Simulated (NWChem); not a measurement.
CH4N2O2Si; SMILES O(C#N)[Si@H](O)N

```xyz
10

N     -0.5813    -2.7616    -0.1193
C      0.0551    -1.8079     0.0807
O      0.7316    -0.7497     0.2927
Si    -0.0089     0.8289     0.3853
N      0.9644     1.9993    -0.3357
O     -1.4149     0.6675    -0.4458
H     -0.1187     1.0891     1.8356
H      1.0736     2.0931    -1.3382
H      1.6130     2.5668     0.1940
H     -1.8676    -0.1842    -0.4467
```
Atoms are numbered in this order, from 1.

Computed with NWChem. Pople sets run with spherical d functions. All runs use the structure optimised with PBE0/def2-SVP. Atomic charges in e: unrestrained fits to the electrostatic potential beside Mulliken populations; buried atoms are poorly determined by the fit.

Task: Predict the results for Hartree-Fock/6-31G*. Quantities: ESP N1; Mulliken N1; ESP C2; Mulliken C2; ESP O3; Mulliken O3; ESP Si4; Mulliken Si4; ESP N5; Mulliken N5; relative RMS misfit of the potential (%).

Result: 
| Property | Value |
|---|---|
| ESP N1 | -0.62 |
| Mulliken N1 | -0.42 |
| ESP C2 | 0.65 |
| Mulliken C2 | 0.56 |
| ESP O3 | -0.53 |
| Mulliken O3 | -0.74 |
| ESP Si4 | 1.29 |
| Mulliken Si4 | 1.39 |
| ESP N5 | -1.05 |
| Mulliken N5 | -1.06 |
| relative RMS misfit of the potential (%) | 18 |
